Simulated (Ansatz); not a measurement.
Geometry optimisation, UKS PBE-D4/def2-SVP in Ansatz.

Input file:

```yaml
crystal:
  periodic: [false, false, false]
  atoms:
    - { symbol: H, position_ang: [-0.026845, -1.020058, 0.530677] }
    - { symbol: Sn, position_ang: [0.906674, 1.475091, -0.856796] }
    - { symbol: C, position_ang: [-0.765043, -1.784265, 0.735491] }
    - { symbol: "N", position_ang: [-1.568856, -2.603192, 0.951737] }
    - { symbol: H, position_ang: [-0.433753, 0.720132, -1.670642] }
    - { symbol: H, position_ang: [1.51947, 0.324687, 0.30748] }
    - { symbol: H, position_ang: [0.368453, 2.887506, 0.002153] }
magnetization:
  spin_polarized: true
  initial_magnetization: 1
basis:
  gaussian: { orbitals: def2-SVP }
hamiltonian:
  xc: pbe
  dispersion: d4
relax:
  f_tol: 0.03
  max_steps: 50
output:
  orbitals: {}
```

Command:

```bash
$ ansatz run input.yaml --threads 2 --pin off --max-ram 3072MiB --backend cpu --events-out ev --progress --plain --runs-dir out
```

Question: Where does it end, and by what steps?

Answer: It converged. The force dipped under the threshold on the way, but the program's further checks kept it going. After 19 steps the energy has fallen by 0.023 eV; H5 moved furthest, 0.58 Å.

```json
{"step": "0", "energy less start (eV)": "0.0000", "largest force component (eV/Å)": "0.305", "accepted": "yes"}
{"step": "1", "energy less start (eV)": "-0.0146", "largest force component (eV/Å)": "0.273", "accepted": "yes"}
{"step": "2", "energy less start (eV)": "0.0512", "largest force component (eV/Å)": "1.403", "accepted": "no"}
{"step": "3", "energy less start (eV)": "-0.0176", "largest force component (eV/Å)": "0.058", "accepted": "yes"}
{"step": "4", "energy less start (eV)": "-0.0179", "largest force component (eV/Å)": "0.017", "accepted": "yes"}
{"step": "5", "energy less start (eV)": "-0.0185", "largest force component (eV/Å)": "0.020", "accepted": "yes"}
{"step": "6", "energy less start (eV)": "-0.0191", "largest force component (eV/Å)": "0.027", "accepted": "yes"}
{"step": "7", "energy less start (eV)": "-0.0197", "largest force component (eV/Å)": "0.038", "accepted": "yes"}
{"step": "8", "energy less start (eV)": "-0.0174", "largest force component (eV/Å)": "0.541", "accepted": "no"}
{"step": "9", "energy less start (eV)": "-0.0206", "largest force component (eV/Å)": "0.127", "accepted": "yes"}
{"step": "10", "energy less start (eV)": "-0.0178", "largest force component (eV/Å)": "0.285", "accepted": "no"}
{"step": "11", "energy less start (eV)": "-0.0215", "largest force component (eV/Å)": "0.059", "accepted": "yes"}
{"step": "12", "energy less start (eV)": "-0.0221", "largest force component (eV/Å)": "0.081", "accepted": "yes"}
{"step": "13", "energy less start (eV)": "-0.0218", "largest force component (eV/Å)": "0.237", "accepted": "no"}
{"step": "14", "energy less start (eV)": "-0.0224", "largest force component (eV/Å)": "0.084", "accepted": "yes"}
{"step": "15", "energy less start (eV)": "-0.0226", "largest force component (eV/Å)": "0.068", "accepted": "yes"}
{"step": "16", "energy less start (eV)": "-0.0229", "largest force component (eV/Å)": "0.115", "accepted": "yes"}
{"step": "17", "energy less start (eV)": "-0.0229", "largest force component (eV/Å)": "0.183", "accepted": "no"}
{"step": "18", "energy less start (eV)": "-0.0233", "largest force component (eV/Å)": "0.061", "accepted": "yes"}
{"step": "19", "energy less start (eV)": "-0.0234", "largest force component (eV/Å)": "0.014", "accepted": "yes"}
```

```xyz
7
Properties=species:S:1:pos:R:3
H -0.110 -1.219 0.702
Sn 0.990 1.621 -0.921
C -0.796 -2.043 0.911
N -1.537 -2.919 1.127
H -0.298 1.176 -2.005
H 1.206 0.324 0.234
H 0.546 3.059 -0.048
```

Whether the end is a true minimum wasn't checked by a vibrational analysis.

Run time: 33 s on 2 threads of Arm Neoverse V1, with other jobs on the host, peak memory 0.15 GiB.
